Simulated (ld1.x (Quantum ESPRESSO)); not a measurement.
## Cu (Z = 29), PAW: configuration errors across variants

- Element: copper
- Generator: ld1.x (Quantum ESPRESSO) 7.5
- Type: PAW
- Functional: PBE
- Relativity: scalar-relativistic
- Frozen core: [Ar]
- Valence charge: 11
- Reference configuration: 3d10 4s0.5 4p0 (charge +0.5)
- Partial waves: 4s (bound): rcut 1.90, rcutus 2.40 bohr; 4s channel at 0.2 Ry: rcut 1.90, rcutus 2.40 bohr; 4p (bound, empty): rcut 2.40, rcutus 2.75 bohr; 4p channel at 1.05 Ry: rcut 2.40, rcutus 2.75 bohr; 3d (bound): rcut 1.20, rcutus 1.50 bohr; 3d channel at 2.6 Ry: rcut 1.20, rcutus 1.50 bohr
- Local potential: all-electron potential smoothed inside 1.55 bohr (lloc = -2)
- Core correction: Bessel-smoothed model core, default radius (core density twice the valence density)
- Augmentation charge: PSQ, radius 1.25 bohr

All-electron excitation energies from the reference (eV): (1) 3d10 4s1 4p0 -3.162; (2) 3d10 4s0 4p0 4.986; (3) 3d9 4s0 4p0 26.318; (4) 3d9 4s2 4p0 -1.192; (5) 3d9 4s1 4p1 3.648; (6) 3d7 4s0 4p0 125.047; (7) 3d9 4s1 4p0 8.416.

Tests that are not counted but printed errors over 1 eV. “local potential all-electron potential smoothed inside 2.72 bohr (lloc = -2)”: 3d7 4s0 4p0 (solver errors, printed error -767 eV). “local potential all-electron potential smoothed inside 2.92 bohr (lloc = -2)”: 3d7 4s0 4p0 (solver errors, printed error -767 eV). “local potential all-electron potential smoothed inside 3.26 bohr (lloc = -2)”: 3d9 4s0 4p0 (pseudo-atom not self-consistent, printed error -6.7 eV); 3d7 4s0 4p0 (solver errors, printed error -767 eV).

A true bound ghost makes a file unfit for plane-wave use even where its test errors are small: the radial tests pick states by their node count and pass the ghost by.

Errors AE − PS in meV (a dash: test not solved or not reliable):

| change | (1) | (2) | (3) | (4) | (5) | (6) | (7) | bound ghosts |
| --- | --- | --- | --- | --- | --- | --- | --- | --- |
| base | -0.6 | -1.9 | -65 | -71 | -66 | -1838 | -62 | none |
| local potential all-electron potential smoothed inside 1.28 bohr (lloc = -2) | -0.6 | -1.9 | -65 | -69 | -65 | -1840 | -61 | none |
| local potential all-electron potential smoothed inside 1.56 bohr (lloc = -2) | -0.6 | -1.9 | -65 | -71 | -66 | -1838 | -62 | none |
| local potential all-electron potential smoothed inside 1.78 bohr (lloc = -2) | -0.6 | -2.0 | -65 | -72 | -67 | -1836 | -62 | none |
| local potential all-electron potential smoothed inside 2.08 bohr (lloc = -2) | -0.6 | -2.0 | -65 | -72 | -67 | -1835 | -62 | none |
| local potential all-electron potential smoothed inside 2.20 bohr (lloc = -2) | -0.7 | -2.1 | -66 | -72 | -67 | -1837 | -62 | none |
| local potential all-electron potential smoothed inside 2.42 bohr (lloc = -2) | -0.8 | -2.2 | -66 | -72 | -67 | -1845 | -62 | none |
| local potential all-electron potential smoothed inside 2.72 bohr (lloc = -2) | -1.0 | -2.5 | -66 | -73 | -67 | – | -62 | none |
| local potential all-electron potential smoothed inside 2.92 bohr (lloc = -2) | -1.1 | -2.8 | -67 | -75 | -68 | – | -64 | none |
| local potential all-electron potential smoothed inside 3.26 bohr (lloc = -2) | -1.4 | -3.2 | – | -65 | -62 | – | -57 | none |

Give the same row for: local potential all-electron potential smoothed inside 1.02 bohr (lloc = -2).

-1.0, -2.0, -64, -99, -77, -1867, -72; bound ghosts: s.
